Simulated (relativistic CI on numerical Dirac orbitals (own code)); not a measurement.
**Ligand-field terms of d5**

Computed with a parametric ligand-field model of a d^n configuration (Racah B and C, spin-orbit zeta, crystal field), exact diagonalisation.

Field parameters in Wybourne normalisation: Oh B⁴₀ = 21Dq, B⁴₄ = √(5/14) B⁴₀; Td as Oh with Dq negative (B⁴₀ = 21Dq, B⁴₄ = √(5/14) B⁴₀). The field is a parameter set, without covalency.

Ground term and bands for B = 980, C = 4130, ζ = 0 cm⁻¹, Td, 10Dq = -5150 cm⁻¹?

Ground term 6A1 with 2.00 electrons in the two orbitals of the cubic e set. Spin-allowed: none. Lowest spin-forbidden: 4T1 27616 cm⁻¹ (362 nm), 4T2 29839 cm⁻¹ (335 nm), 4A1+E 30450 cm⁻¹ (328 nm). A high-spin d5 ion has no spin-allowed d-d band, hence its pale colour.

A d5 ion in Oh symmetry has the ground term 2T2 and bands at 4T1 11557 cm⁻¹ (865 nm), 6A1 13897 cm⁻¹ (720 nm), 4T2 15869 cm⁻¹ (630 nm), 2A2 20946 cm⁻¹ (477 nm), 2T1 21140 cm⁻¹ (473 nm), 2T2 22696 cm⁻¹ (441 nm), 2E 24122 cm⁻¹ (415 nm). Which parameters reproduce them?

B = 580, C = 2730, ζ = 0 cm⁻¹, Oh, 10Dq = 24200 cm⁻¹.

A d5 ion in Oh symmetry has the ground term 2T2 and bands at 4T1 23470 cm⁻¹ (426 nm), 4T2 26057 cm⁻¹ (384 nm), 2A2 27743 cm⁻¹ (360 nm), 2T1 27866 cm⁻¹ (359 nm), 2T2 28906 cm⁻¹ (346 nm), 2E 29545 cm⁻¹ (338 nm), 6A1 42650 cm⁻¹ (234 nm). Which parameters reproduce them?

B = 330, C = 1200, ζ = 0 cm⁻¹, Oh, 10Dq = 29600 cm⁻¹.

Ground term and bands for B = 830, C = 4080, ζ = 0 cm⁻¹, Oh, 10Dq = 18000 cm⁻¹?

Ground term 6A1 with 2.00 electrons in the two orbitals of the cubic e set. Spin-allowed: none. Lowest spin-forbidden: 2T2 13958 cm⁻¹ (716 nm), 4T1 14001 cm⁻¹ (714 nm), 4T2 19469 cm⁻¹ (514 nm). A high-spin d5 ion has no spin-allowed d-d band, hence its pale colour.

Ground term and bands for B = 640, C = 3120, ζ = 0 cm⁻¹, Td, 10Dq = -11300 cm⁻¹?

Ground term 6A1 with 2.00 electrons in the two orbitals of the cubic e set. Spin-allowed: none. Lowest spin-forbidden: 4T1 13133 cm⁻¹ (761 nm), 2T2 15397 cm⁻¹ (649 nm), 4T2 17069 cm⁻¹ (586 nm). A high-spin d5 ion has no spin-allowed d-d band, hence its pale colour.
